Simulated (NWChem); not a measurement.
Everything below was run with NWChem. System: Bi, charge 0, spin multiplicity 4. Its SCF solution wasn't tested for a lower state. Level: UHF/def2-SVP with def2 effective core potentials on Bi.

NWChem printed:

```
             Northwest Computational Chemistry Package (NWChem) 7.3.0
             --------------------------------------------------------

                                NWChem Input Module
                                -------------------

 Scaling coordinates for geometry "geometry" by  1.889725989
 (inverse scale =  0.529177249)

                             Geometry "geometry" -> ""
                             -------------------------

 Output coordinates in angstroms (scale by  1.889725989 to convert to a.u.)

  No.       Tag          Charge          X              Y              Z
 ---- ---------------- ---------- -------------- -------------- --------------
    1 Bi                  83.0000     0.00000000     0.00000000     0.00000000

 Effective nuclear repulsion energy (a.u.)       0.0000000000

            Nuclear Dipole moment (a.u.)
            ----------------------------
        X                 Y               Z
 ---------------- ---------------- ----------------
     0.0000000000     0.0000000000     0.0000000000

      Symmetry information
      --------------------

 Group name             D2h
 Group number             26
 Group order               8
 No. of unique centers     1

      Symmetry unique atoms

     1


 Summary of "ao basis" -> "" (spherical)
 ------------------------------------------------------------------------------
       Tag                 Description            Shells   Functions and Types
 ---------------- ------------------------------  ------  ---------------------
 *                          def2-svp                  on all atoms

 Summary of "ao basis" -> "ao basis" (spherical)
 ------------------------------------------------------------------------------
       Tag                 Description            Shells   Functions and Types
 ---------------- ------------------------------  ------  ---------------------
 Bi                         def2-svp                10       26   4s4p2d

                                 NWChem SCF Module
                                 -----------------

  ao basis        = "ao basis"
  functions       =    26
  atoms           =     1
  alpha electrons =    13
  beta  electrons =    10
  charge          =   0.00
  wavefunction    = UHF
  use symmetry    = T
  symmetry adapt  = T

 Summary of "ao basis" -> "ao basis" (spherical)
 ------------------------------------------------------------------------------
       Tag                 Description            Shells   Functions and Types
[...]
  ----- ------------  ---------------      ----- ------------  ---------------
    21      0.980403  1 Bi d  2

 Vector    9  Occ=1.000000D+00  E=-1.300231D+00  Symmetry=ag
              MO Center=  1.7D-18, -6.3D-19, -6.0D-18, r^2= 4.8D-01
   Bfn.  Coefficient  Atom+Function         Bfn.  Coefficient  Atom+Function
  ----- ------------  ---------------      ----- ------------  ---------------
    19      0.980403  1 Bi d  0

 Vector   10  Occ=1.000000D+00  E=-5.769190D-01  Symmetry=ag
              MO Center=  1.0D-29,  1.2D-26,  9.6D-19, r^2= 1.5D+00
   Bfn.  Coefficient  Atom+Function         Bfn.  Coefficient  Atom+Function
  ----- ------------  ---------------      ----- ------------  ---------------
     3      0.904299  1 Bi s                  1     -0.666129  1 Bi s
     4      0.360490  1 Bi s

 Vector   11  Occ=0.000000D+00  E= 4.162432D-02  Symmetry=b3u
              MO Center=  4.7D-19,  7.1D-28, -4.0D-28, r^2= 3.6D+00
   Bfn.  Coefficient  Atom+Function         Bfn.  Coefficient  Atom+Function
  ----- ------------  ---------------      ----- ------------  ---------------
    14      0.777710  1 Bi px                11      0.335012  1 Bi px
     5     -0.228697  1 Bi px

 Vector   12  Occ=0.000000D+00  E= 4.162432D-02  Symmetry=b1u
              MO Center= -4.8D-19,  9.5D-20,  2.3D-18, r^2= 3.6D+00
   Bfn.  Coefficient  Atom+Function         Bfn.  Coefficient  Atom+Function
  ----- ------------  ---------------      ----- ------------  ---------------
    16      0.777710  1 Bi pz                13      0.335012  1 Bi pz
     7     -0.228697  1 Bi pz

 Vector   13  Occ=0.000000D+00  E= 4.162432D-02  Symmetry=b2u
              MO Center= -4.4D-28,  4.7D-19, -7.1D-28, r^2= 3.6D+00
   Bfn.  Coefficient  Atom+Function         Bfn.  Coefficient  Atom+Function
  ----- ------------  ---------------      ----- ------------  ---------------
    15      0.777710  1 Bi py                12      0.335012  1 Bi py
     6     -0.228697  1 Bi py

 center of mass
 --------------
 x =   0.00000000 y =   0.00000000 z =   0.00000000

 moments of inertia (a.u.)
 ------------------
           0.000000000000           0.000000000000           0.000000000000
           0.000000000000           0.000000000000           0.000000000000
           0.000000000000           0.000000000000           0.000000000000

  Mulliken analysis of the total density
  --------------------------------------

    Atom       Charge   Shell Charges
 -----------   ------   -------------------------------------------------------
    1 Bi  23    23.00   2.92 -0.87  1.23  0.71  4.70  1.29  1.45  1.57  9.76  0.24

  Mulliken analysis of the alpha density
  --------------------------------------

    Atom       Charge   Shell Charges
 -----------   ------   -------------------------------------------------------
    1 Bi  23    13.00   1.46 -0.43  0.57  0.41  2.33  0.68  1.42  1.57  4.84  0.16

   Mulliken analysis of the beta density
   -------------------------------------

    Atom       Charge   Shell Charges
 -----------   ------   -------------------------------------------------------
    1 Bi  23    10.00   1.46 -0.43  0.67  0.30  2.37  0.61  0.02 -0.00  4.91  0.09

   Mulliken analysis of the spin density
   -------------------------------------

    Atom       Charge   Shell Charges
 -----------   ------   -------------------------------------------------------
    1 Bi  23     3.00  -0.00 -0.00 -0.10  0.11 -0.04  0.07  1.40  1.57 -0.07  0.07

       Multipole analysis of the density wrt the origin
       ------------------------------------------------

     L   x y z        total         alpha         beta         nuclear
     -   - - -        -----         -----         ----         -------
     0   0 0 0      0.000000    -13.000000    -10.000000     23.000000

     1   1 0 0      0.000000      0.000000      0.000000      0.000000
     1   0 1 0      0.000000      0.000000      0.000000      0.000000
     1   0 0 1      0.000000      0.000000      0.000000      0.000000

     2   2 0 0    -22.535805    -16.526500     -6.009305      0.000000
     2   1 1 0     -0.000000     -0.000000     -0.000000      0.000000
     2   1 0 1     -0.000000      0.000000     -0.000000      0.000000
     2   0 2 0    -22.535805    -16.526500     -6.009305      0.000000
     2   0 1 1      0.000000      0.000000     -0.000000      0.000000
     2   0 0 2    -22.535805    -16.526500     -6.009305      0.000000

 Task  times  cpu:        0.2s     wall:        0.2s

 Total times  cpu:        0.2s     wall:        0.2s
```

Task: Write an NWChem input that would produce this output.

Result: This is not unique; one that fits is 
```
start mol
memory heap 200 mb stack 900 mb global 1100 mb
geometry units angstroms nocenter noautoz
  Bi     0.000000     0.000000     0.000000
  symmetry group D2h
end
basis spherical
  * library def2-svp
end
ecp
  Bi library def2-ecp
end
scf
  uhf
  nopen 3
  maxiter 100
  thresh 1e-7
  semidirect memsize 60000000 filesize 0
  # guess.movecs holds the orbitals of an unrestricted PBE0 run
  vectors input guess.movecs output mol.movecs
end
task scf energy
```
